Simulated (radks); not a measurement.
Task: The table gives one normalised radial function P(r) = r R(r) of N6+ in 2s1 (r in bohr). All-electron calculation, scalar-relativistic Kohn-Sham, exchange-only r2SCAN, spin-polarised, spherical densities, finite nucleus; open shells are filled with parallel spins first; meta-GGA in the generalised Kohn-Sham scheme; Fermi nuclear charge, rms radius 2.5582 fm. Program: a radial shooting solver on a logarithmic mesh with Libxc functionals.

r,P
0.008711,0.1081
0.01047,0.1283
0.01269,0.1530
0.01537,0.1818
0.01863,0.2151
0.02239,0.2515
0.02713,0.2942
0.03287,0.3414
0.03983,0.3924
0.04788,0.4433
0.05801,0.4958
0.07029,0.5438
0.08517,0.5813
0.1024,0.6001
0.124,0.5923
0.1503,0.5455
0.1821,0.4485
0.2189,0.3003
0.2652,0.0853
0.3214,-0.1839
0.3894,-0.4864
0.4681,-0.7721
0.5672,-1.0155
0.6872,-1.1490
0.8327,-1.1354
1.001,-0.9852
1.213,-0.7315
1.469,-0.4560
1.78,-0.2320
2.14,-0.0970
2.593,-0.0297

Which n and l does it have? It may be an empty orbital.

Result: n = 2, l = 0: the number of nodes gives n - l - 1 = 1, the rise at small r (about r^(l+1)) gives l, and the extent must fit the shell. The curve is that of 2s up; the table hardly tells the two spins apart. 2s up: eigenvalue -158.39 eV, 1 radial node at r = 0.283 bohr, <r> = 0.851 bohr, 90 % of the charge inside 1.29 bohr.
